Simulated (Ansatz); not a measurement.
`FC(F)Cl` and `F[SiH](F)Cl` differ in one element.

Ansatz, PBE0-D4/def2-TZVP geometries, multiplicity 1. 

| property | `FC(F)Cl` |
| --- | --- |
| HOMO–LUMO gap (PBE0/def2-TZVPP) / eV | 10.06 |
| LUMO energy (ωB97M-V/def2-TZVPP) / eV | 2.61 |
| HOMO energy (PBE/def2-TZVPP) / eV | -8.09 |
| HOMO–LUMO gap (ωB97M-V/def2-TZVPP) / eV | 14.54 |
| LUMO energy (B3LYP/def2-TZVPP) / eV | 0.11 |
| HOMO energy (B3LYP/def2-TZVPP) / eV | -9.33 |

Task: What does the change do to each property? (Estimate.)

Result: Computed: 
```
                               property  `F[SiH](F)Cl`  shift
   HOMO–LUMO gap (PBE0/def2-TZVPP) / eV          10.60   0.54
  LUMO energy (ωB97M-V/def2-TZVPP) / eV           2.40  -0.21
      HOMO energy (PBE/def2-TZVPP) / eV          -8.55  -0.46
HOMO–LUMO gap (ωB97M-V/def2-TZVPP) / eV          14.68   0.14
    LUMO energy (B3LYP/def2-TZVPP) / eV           0.35   0.24
    HOMO energy (B3LYP/def2-TZVPP) / eV          -9.73  -0.40
```

With PBE0 the HOMO falls by 0.41 eV and the LUMO rises by 0.13 eV, so the gap widens by about 0.54 eV. PBE moves the HOMO by -0.46 eV and ωB97M-V by -0.36 eV.

B3LYP here is the variant with VWN-RPA as its local correlation; programs differ in this.
